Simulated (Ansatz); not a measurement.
H5NO2Si (`N[SiH](O)O`), relaxed with RKS PBE-D4/def2-SVP in the Gaussian-basis code of Ansatz from a rough embedded geometry. The force threshold is 0.03 eV/Å; the program also tests the step.

The species carries charge 0 and has multiplicity 1.

Start:

```xyz
9

N    -0.255    0.946   -0.647
Si    0.259   -0.481   -0.053
O    -1.149   -1.221    0.324
O     1.099   -0.083    1.314
H     0.509    1.358   -1.247
H    -0.955    0.761   -1.403
H     1.089   -1.235   -1.020
H    -1.523   -0.960    1.166
H     0.925    0.913    1.568
```

(1) How much energy does the relaxation release, and in how many steps? (An estimate is asked.)

(2) Which bonds change most? (Best estimate.)

(3) Give the relaxed structure. (Best estimate.)

Answers

(1) The calculation gave: 70.42 kJ/mol, in 12 steps, 3 of them rejected.

(2) Ansatz gave: N1–Si2 from 1.629 to 1.742 Å; O4–H9 from 1.042 to 0.973 Å; Si2–O3 from 1.634 to 1.676 Å; N1–H5 from 1.055 to 1.024 Å.

(3) The calculation gave: 
```xyz
9

N    -0.308    0.931   -0.805
Si    0.298   -0.503   -0.023
O    -1.042   -1.375    0.482
O     1.346    0.017    1.177
H     0.364    1.641   -1.112
H    -1.049    0.830   -1.504
H     1.099   -1.496   -0.797
H    -1.729   -0.833    0.908
H     1.020    0.789    1.673
```
